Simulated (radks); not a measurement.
The numbers below are computed, except where a source is named.
Valence configurations of neutral tellurium (all share [Kr]). Code: a radial shooting solver on a logarithmic mesh with Libxc functionals. Model: scalar-relativistic Kohn-Sham, PBE, spin-polarised, spherical densities, point nucleus; open shells are filled with parallel spins first (spin-orbit coupling, left out, can overturn this in heavy ions). Energies are relative to 4d10 5s2 5p4; eigenvalues in eV for spin up.

| valence | E (eV) | moment (Bohr magnetons) | e(4d) | e(5p) | e(5s) |
|---|---|---|---|---|---|
| 4d10 5s2 5p4 | 0.000 | 2 | -41.642 | -6.468 | -15.605 |
| 4d10 5s1.5 5p4.5 | 4.598 | 2 | -42.369 | -6.762 | -16.048 |
| 4d10 5s1 5p5 | 9.217 | 2 | -43.089 | -7.053 | -16.486 |
| 4d10 5s0.5 5p5.5 | 14.418 | 1 | -43.714 | -7.062 | -16.554 |
| 4d9.5 5s2 5p4.5 | 18.671 | 2 | -44.998 | -6.913 | -16.482 |
| 4d9.5 5s1 5p5.5 | 28.241 | 2 | -46.393 | -7.477 | -17.324 |
| 4d9 5s2 5p5 | 38.441 | 2 | -48.341 | -7.342 | -17.327 |
| 4d9 5s1 5p6 | 48.356 | 2 | -49.691 | -7.887 | -18.134 |

NIST lists [Kr] 4d10 5s2 5p4 as the ground configuration; this level of theory agrees among the configurations tried. The energies are those of spherical high-spin densities, not of single terms.
